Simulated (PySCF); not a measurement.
(Z)-1,2-difluoroethene (C2H2F2), SMILES F/C=C\F.

Coordinates come from a B3LYP-D3(BJ)/def2-SVP optimisation.

Two levels are set side by side: TDDFT-PBE/def2-SVPD (PySCF) and TDDFT-PBE0/def2-SVPD (PySCF). Vertical, same geometry. The lowest singlet is HOMO→LUMO+1 99 % with PBE and HOMO→LUMO+1 96 % with the other functional; states are paired by order. Differences are taken from unrounded values.

| quantity | TDDFT-PBE |
|---|---|
| lowest singlet excitation (eV) | 6.18 |
| lowest triplet excitation (TDA) (eV) | 4.52 |
| first bright state (f over 0.05) (eV) | 7.53 |
| its oscillator strength | 0.30 |

Task: These are the TDDFT-PBE values. What does TDDFT-PBE0 give? (An estimate is asked for; the answer gives what the named calculation found.)

Result: 
```
quantity                               TDDFT-PBE0  TDDFT-PBE minus TDDFT-PBE0
-------------------------------------  ----------  --------------------------
lowest singlet excitation (eV)               6.64                       -0.47
lowest triplet excitation (TDA) (eV)         4.41                        0.11
first bright state (f over 0.05) (eV)        7.81                       -0.28
its oscillator strength                      0.35                       -0.04
```

Functionals without exact exchange tend to place singlet excitations lower, as here. Differences between two approximate levels are no errors against the true value.

Rough cost on one machine, each run with all the roots and properties that it gave: TDDFT-PBE0 against TDDFT-PBE about 3 times.
